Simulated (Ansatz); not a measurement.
`C[B](Cl)[GeH3]` + `[SiH3]S` → `[SiH3][S][GeH3]` + `CBCl`  (cleavage of the Ge–B bond)

Gas-phase electronic energies from Ansatz, PBE0-D4/def2-TZVP geometries. CCSD(T)/CBS is the MP2 limit (def2-TZVPP, def2-QZVPP) plus CCSD(T) − MP2 in def2-TZVPP, frozen cores. Functionals use def2-TZVPP. B3LYP here is the variant with VWN-RPA as its local correlation; programs differ in this. For Ge outer-core shells are correlated without core-valence functions, which leaves a few kJ/mol of doubt a bond. Scalar relativity is left out up to krypton.

| level | ΔE (kJ/mol) | difference from CCSD(T)/CBS |
| --- | --- | --- |
| LDA (SPW92) | -47.3 | 11.1 |
| revPBE-D4 | -55.1 | 3.3 |
| r2SCAN-D4 | -58.8 | -0.4 |
| BHLYP-D4 | -66.5 | -8.1 |
| PBE-QIDH | -62.5 | -4.1 |
| revPBE | -53.9 | 4.5 |
| BLYP | -55.6 | 2.8 |
| B3LYP | -58.9 | -0.5 |
| LC-ωPBE | -56.8 | 1.6 |
| MP2/def2-SVP | -63.4 | -5.0 |
| HF/def2-TZVPP | -73.0 | -14.6 |
| CCSD/def2-TZVPP | -58.3 | 0.1 |
| CCSD(T)/def2-TZVPP | -57.9 | 0.5 |
| HF/def2-QZVPP | -74.0 | -15.6 |
| MP2/def2-QZVPP | -65.1 | -6.7 |
| SCS-MP2/def2-QZVPP | -65.7 | -7.3 |
| CCSD(T)/CBS | -58.4 | 0 |

Largest T1 diagnostic among the species: 0.012.

In def2-TZVPP, CCSD(T) changes the Hartree–Fock value by +15.2 kJ/mol (the triples alone add +0.4 kJ/mol) and MP2 by +8.6 kJ/mol. From PBE to PBE0 (25 % exact exchange), in def2-TZVPP and without D4, ΔE moves by −4.5 kJ/mol.
